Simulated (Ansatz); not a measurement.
GeH2MePh (C7H10Ge) was relaxed with PBE0-D4 (def2-SVP) in Ansatz in these states: charge +1 doublet, neutral singlet. The geometries follow in no particular order.

A:

Cartesian coordinates in Å:
```
Ge -0.842 1.164 -1.402
H 0.169 1.833 -2.357
H -1.947 0.474 -2.230
C -1.641 2.508 -0.230
H -2.169 3.275 -0.817
H -0.860 2.998 0.370
H -2.359 2.033 0.455
C 0.095 -0.183 -0.351
C -0.593 -1.277 0.191
C 0.068 -2.224 0.973
C 1.434 -2.090 1.222
C 2.134 -1.011 0.686
C 1.468 -0.067 -0.095
H -1.664 -1.398 0.001
H -0.484 -3.071 1.388
H 1.954 -2.833 1.833
H 3.205 -0.905 0.876
H 2.032 0.773 -0.514
```

B:

```
atom   x (Å)   y (Å)   z (Å)
 Ge1   1.631   0.089  -1.233
  H2   2.828  -0.650  -0.630
  H3   1.262  -0.354  -2.652
  C4   1.817   2.049  -1.100
  H5   2.681   2.297  -1.737
  H6   2.017   2.347  -0.063
  H7   0.917   2.549  -1.479
  C8   0.069  -0.244  -0.072
  C9  -1.248  -0.201  -0.623
 C10  -2.301  -0.728   0.090
 C11  -2.082  -1.192   1.409
 C12  -0.797  -1.145   2.003
 C13   0.257  -0.618   1.293
 H14  -1.406   0.188  -1.633
 H15  -3.304  -0.775  -0.342
 H16  -2.931  -1.551   1.998
 H17  -0.659  -1.512   3.023
 H18   1.250  -0.550   1.748
```

**Question.** Judge from the bond lengths which geometry belongs to which state (an estimate).

**Answer.** A is the neutral singlet (C8–C9 1.402 Å, C8–C13 1.402 Å, Ge1–C8 1.949 Å); B is the charge +1 doublet (C8–C9 1.429 Å, C8–C13 1.428 Å, Ge1–C8 1.974 Å).
